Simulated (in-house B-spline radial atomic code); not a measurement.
Whole-atom quantities along the 6-electron series, configuration 1s2 2s2 2p1/2(2). Breit and QED terms are first order and not part of the total energy; the density at the nucleus is averaged over the nuclear charge. Computed with a radial B-spline atomic code at the basis-set limit: Dirac-Hartree-Fock, jj configuration that fills j = l - 1/2 first, finite nuclei.

```csv
ion,Z,E/Z² (Eh),Σ<r²> (bohr²),n(0)/Z³ (bohr⁻³),Lamb diamagnetic shielding (ppm),repulsion over attraction,Breit energy (eV),self-energy (eV),vacuum polarisation (eV)
Kr30+,36,-1.4376,0.12659,1.0345,1928.84,0.029431,26.727,28.272,-2.9258
Rb31+,37,-1.4415,0.11904,1.0575,1988.48,0.028644,29.135,31.057,-3.2727
Sr32+,38,-1.4454,0.11212,1.0813,2048.52,0.027896,31.689,34.033,-3.6506
Zr34+,40,-1.453,0.099905,1.1319,2169.86,0.02651,37.25,40.582,-4.5079
Nb35+,41,-1.4567,0.094496,1.158,2231.2,0.025865,40.267,44.173,-4.9915
Mo36+,42,-1.4604,0.089492,1.1841,2292.99,0.02525,43.45,47.986,-5.5149
Tc37+,43,-1.4641,0.084853,1.2139,2355.27,0.024663,46.802,52.029,-6.0809
Ru38+,44,-1.4678,0.080545,1.2427,2418.05,0.024102,50.33,56.311,-6.6915
Rh39+,45,-1.4714,0.076537,1.2746,2481.35,0.023564,54.039,60.842,-7.3499
Pd40+,46,-1.475,0.072802,1.307,2545.18,0.023049,57.933,65.632,-8.0588
Ag41+,47,-1.4787,0.069315,1.3417,2609.57,0.022556,62.02,70.689,-8.8213
Cd42+,48,-1.4823,0.066055,1.3758,2674.53,0.022082,66.305,76.024,-9.6402
In43+,49,-1.4859,0.063003,1.4138,2740.1,0.021626,70.793,81.648,-10.52
Sn44+,50,-1.4896,0.060141,1.4522,2806.28,0.021188,75.49,87.57,-11.462
Sb45+,51,-1.4932,0.057454,1.4926,2873.1,0.020767,80.403,93.804,-12.472
Te46+,52,-1.4969,0.054928,1.5329,2940.58,0.020361,85.538,100.36,-13.553
I47+,53,-1.5006,0.05255,1.578,3008.76,0.01997,90.901,107.25,-14.71
```

Q: With what power of Z does the column «vacuum polarisation (eV)» change over this range?

A: A fit of the logarithm of its size against log Z from Z = 36 to 53 has slope 4.17.
